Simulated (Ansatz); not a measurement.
Geometry optimisation, Ansatz, RKS PBE-D4/def2-SVP.

Input:

```yaml
crystal:
  periodic: [false, false, false]
  atoms:
    - { symbol: Si, position_ang: [0.0, 0.0, 0.0] }
    - { symbol: F, position_ang: [0.0, 0.0, 1.59] }
    - { symbol: "N", position_ang: [1.7163, 0.0, -0.6061] }
    - { symbol: H, position_ang: [2.2145, -0.918, -0.7868] }
    - { symbol: H, position_ang: [2.2175, 0.918, -0.7783] }
    - { symbol: "N", position_ang: [-0.8572, 1.4851, -0.6061] }
    - { symbol: H, position_ang: [-1.8773, 1.43, -0.8888] }
    - { symbol: H, position_ang: [-0.3367, 2.4058, -0.6766] }
    - { symbol: "N", position_ang: [-0.8572, -1.4851, -0.6061] }
    - { symbol: H, position_ang: [-1.3922, -2.1014, 0.0704] }
    - { symbol: H, position_ang: [-0.8219, -1.7344, -1.6357] }
basis:
  gaussian: { orbitals: def2-SVP }
hamiltonian:
  xc: pbe
  dispersion: d4
relax:
  f_tol: 0.02
  max_steps: 40
output:
  orbitals: {}
```

Launched with:

```bash
$ ansatz run input.yaml --threads 4 --pin off --max-ram 5120MiB --backend cpu --events-out ev --progress --plain --runs-dir out
```

Question: Where does it end, and by what steps?

Answer: The forces met the threshold. The force dipped under the threshold on the way, but the program's further checks kept it going. After 18 steps the energy has fallen by 0.868 eV; H8 moved furthest, 0.71 Å.

```
step  energy less start (eV)  largest force component (eV/Å)  accepted
   0                  0.0000                           4.276       yes
   1                 -0.5995                           2.310       yes
   2                 -0.7701                           0.325       yes
   3                 -0.8039                           0.560       yes
   4                 -0.8238                           0.140       yes
   5                 -0.8358                           0.109       yes
   6                 -0.8402                           0.363       yes
   7                 -0.8559                           0.087       yes
   8                 -0.8598                           0.071       yes
   9                 -0.8625                           0.065       yes
  10                 -0.8233                           1.003        no
  11                 -0.8630                           0.135       yes
  12                 -0.8671                           0.057       yes
  13                 -0.8667                           0.167        no
  14                 -0.8676                           0.069       yes
  15                 -0.8679                           0.087       yes
  16                 -0.8682                           0.039       yes
  17                 -0.8684                           0.002       yes
  18                 -0.8685                           0.007       yes
```

```xyz
11
Properties=species:S:1:pos:R:3
Si 0.017 -0.014 -0.161
F 0.117 -0.091 1.490
N 1.606 -0.120 -0.829
H 2.343 -0.630 -0.339
H 1.975 0.719 -1.282
N -0.709 1.486 -0.615
H -1.644 1.442 -1.025
H -0.600 2.315 -0.028
N -0.948 -1.328 -0.729
H -1.683 -1.726 -0.140
H -0.470 -2.054 -1.266
```

Whether the end is a true minimum wasn't checked by a vibrational analysis.

Time of the run: 20 s on 4 threads of Arm Neoverse V1 (shared host), peak memory 0.15 GiB.
